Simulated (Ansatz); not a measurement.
Input (CCSDT(Q)/cc-pV(T+d)Z; Ansatz, a quantum-chemistry and plane-wave program): A basis named .json is the Basis Set Exchange file of that set.

Ansatz 0.2 input:
```yaml
crystal:
  periodic: [false, false, false]
  atoms:
    - {symbol: F, position_ang: [-1.46765236, -0.29091169, 0.03213502]}
    - {symbol: C, position_ang: [-0.59791644, 0.67053518, -0.01923397]}
    - {symbol: Cl, position_ang: [0.98802176, -0.08264740, -0.01022420]}
basis:
  gaussian:
    orbitals: cc-pV_T+d_Z.json
magnetization: {spin_polarized: false}
correlation: {method: ccsdt_q, electrons: outside_noble_gas}
```

Output:

```
Functional definition: HF
integrals: 0.17 GiB planned
1259 factors; integrals over basis functions are off by at most 1.7e-7 eV
mean field: 0.32 GiB planned
mean field evaluation 1: about -16237.6070 eV, gradient 2.5e1 eV
mean field evaluation 2: about -16237.6126 eV, gradient 2.5e1 eV
mean field evaluation 4: about -16239.0488 eV, gradient 2.9e0 eV
mean field evaluation 8: about -16239.1136 eV, gradient 1.5e-1 eV
mean field evaluation 16: about -16239.0949 eV, gradient 1.2e0 eV
mean field -16239.11379093 eV, -596.7764245499 hartree, gradient 7.7e-6 eV, S^2 0.000000; 0 other end points of the search recorded, 0 dependent functions left out; unrestricted orbitals would lower it
7 core orbitals not correlated
reference -16239.11379093 eV, -596.7764245499 hartree; 9, 9 occupied and 83, 83 virtual orbitals, 1259 factors
second order -15.63354725 eV of doubles, -0.00000000 eV of singles
coupled cluster: 2.96 GiB planned
cycle   1  -15.73991876 eV  change   -1.1e-1 eV  update   1.2e-1
cycle   2  -16.51554735 eV  change   -7.8e-1 eV  update   7.2e-2
cycle   3  -17.14892838 eV  change   -6.3e-1 eV  update   3.3e-2
cycle   4  -17.05827620 eV  change    9.1e-2 eV  update   1.4e-2
cycle   5  -16.99266343 eV  change    6.6e-2 eV  update   7.7e-3
cycle   6  -17.00611198 eV  change   -1.3e-2 eV  update   4.0e-3
cycle   7  -17.01776923 eV  change   -1.2e-2 eV  update   1.7e-3
cycle   8  -17.01625156 eV  change    1.5e-3 eV  update   9.2e-4
cycle   9  -17.01415212 eV  change    2.1e-3 eV  update   3.8e-4
cycle  10  -17.01557630 eV  change   -1.4e-3 eV  update   1.9e-4
cycle  11  -17.01467969 eV  change    9.0e-4 eV  update   9.2e-5
cycle  12  -17.01482401 eV  change   -1.4e-4 eV  update   3.9e-5
cycle  13  -17.01486284 eV  change   -3.9e-5 eV  update   2.2e-5
cycle  14  -17.01486827 eV  change   -5.4e-6 eV  update   8.8e-6
cycle  15  -17.01487679 eV  change   -8.5e-6 eV  update   5.5e-6
cycle  16  -17.01488318 eV  change   -6.4e-6 eV  update   2.9e-6
cycle  17  -17.01488108 eV  change    2.1e-6 eV  update   1.7e-6
cycle  18  -17.01488001 eV  change    1.1e-6 eV  update   7.3e-7
coupled cluster: 2.96 GiB planned
perturbative correction -0.04045191 eV, -0.0014865802 hartree
Total energy: -16256.16912285 eV, -597.4031964374 hartree
```

A triplet may lie lower; no result for it is given here.
